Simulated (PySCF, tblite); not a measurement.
`C[SiH](C)n1ccc(C#N)n1`. Structure optimised with GFN2-xTB, isolated species.

```
atom  x, y, z in Å
C1    -2.2169    0.2693   -1.1215
Si2   -1.3951   -0.2785    0.4946
C3    -1.4674    1.0485    1.8443
N4     0.3278   -0.5251    0.1241
C5     1.1262   -1.6141    0.2088
C6     2.3812   -1.2545   -0.2015
C7     2.2515    0.1173   -0.5293
C8     3.2654    0.9650   -1.0072
N9     4.1172    1.6270   -1.3957
N10    1.0073    0.5269   -0.3227
H11   -3.2825    0.4287   -0.9893
H12   -1.7800    1.2011   -1.4717
H13   -2.0870   -0.4696   -1.9076
H14   -1.8258   -1.6069    0.9521
H15   -0.9153    0.7495    2.7312
H16   -1.0333    1.9785    1.4858
H17   -2.4906    1.2517    2.1444
H18    0.7413   -2.5526    0.5514
H19    3.2660   -1.8531   -0.2683
```

How far are the heavy atoms from their best plane (unweighted least squares)?

0.706 Å rms; C1 1.58, Si2 0.00, C3 1.58, N4 0.00, C5 0.00, C6 0.00, C7 0.00, C8 0.00, N9 0.00, N10 0.00 Å (magnitudes).

Which two atoms are farthest apart?

N9···H11 and N9···H17, 7.507 Å down to 7.506 Å.

Where is the centre of mass (commonest isotopes), and what is the radius of gyration?

Mass 151.057 u; centre at (0.608, 0.056, -0.099) Å; Rg = √(Σ m r²/M) = 2.470 Å. As Ia + Ib + Ic = 2 Σ m r², the three principal moments sum to 1843.3 u·Å².

How far apart are these pairs, which share no bond: C1···H15, C3···C6, C3···H19, C7···H12, C8···H11, N9···H13?

C1···H15 4.095 Å (3 bonds apart); C3···C6 4.930 Å (4 bonds apart); C3···H19 5.940 Å (5 bonds apart); C7···H12 4.280 Å (5 bonds apart); C8···H11 6.570 Å (6 bonds apart); N9···H13 6.569 Å (7 bonds apart).

What are the angles C1–Si2–N4, H15–C3–H16, N4–C5–C6, N4–C5–H18, C8–C7–N10, C7–C8–N9?

From the scalar product of the two bond vectors; for C1–Si2–N4 it is -0.9522 Å² over 1.8940 × 1.7795 Å², cos θ = -0.2825. C1–Si2–N4 106.4°; H15–C3–H16 107.6°; N4–C5–C6 108.1°; N4–C5–H18 120.9°; C8–C7–N10 122.9°; C7–C8–N9 178.1°.

What is the repulsion energy of the bare nuclei, Σ ZA·ZB/RAB?

565.50 Eh over 171 pairs, with full nuclear charges and distances in bohr; the largest single term is 29.14 Eh (Si2 with N4).

The point group is Cs within 0.08 Å; differences among equivalent distances and angles are scatter left by the optimiser. Its lowest GFN2-xTB frequency is 14 cm⁻¹, too small to tell a flat minimum from a shallow saddle. One conformer, not necessarily the lowest. 3 starts were optimised and ended at 0.00, 0.32 and 0.37 kcal/mol (GFN2-xTB); the lowest of these is shown.

All values are computed, not measured.
